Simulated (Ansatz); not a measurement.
The cluster Pb₂O, relaxed as a singlet with RKS PBE0-D4/def2-TZVP in Ansatz, starting from the GFN1-xTB geometry. Force threshold 0.02 eV/Å.

In the def2 sets Pb takes a core potential; there is no spin–orbit coupling. The restricted singlet is unstable towards broken spin symmetry in Hartree–Fock (as tested in another run); at PBE0-D4/def2-TZVP this wasn't settled. Another isomer (singlet) lies 2.19 eV lower at PBE0-D4/def2-TZVP; other spin states weren't run for this one.

Start:

```xyz
3

Pb   -0.675    1.036    1.990
Pb    0.440    0.364   -0.630
O     0.235   -1.399   -1.360
```

| step | energy (eV) | largest force component (eV/Å) | SCF passes |
| --- | --- | --- | --- |
| 1 | -12540.4977 | 0.437 | 22 |
| 2 | -12540.6335 | 0.940 | 31 |
| 3 | -12540.7234 | 0.958 | 31 |
| 4 | -12540.8300 | 0.483 | 30 |
| 5 | -12540.8631 | 0.055 | 30 |
| 6 | -12540.8631 | 0.007 | 27 |

Force components are those of the run's own axes.

End:

```xyz
3

Pb   -0.585    1.394    2.044
Pb    0.074   -0.177   -0.259
O     0.511   -1.217   -1.784
```

By distances, no bond broke or formed. The bond that changes most is Pb1–Pb2, from 2.93 to 2.86 Å (atoms count from 1).

No frequencies were taken in this run, so the end may be a saddle point.

It took 6 s on 4 threads of Arm Neoverse V2 on a shared host.
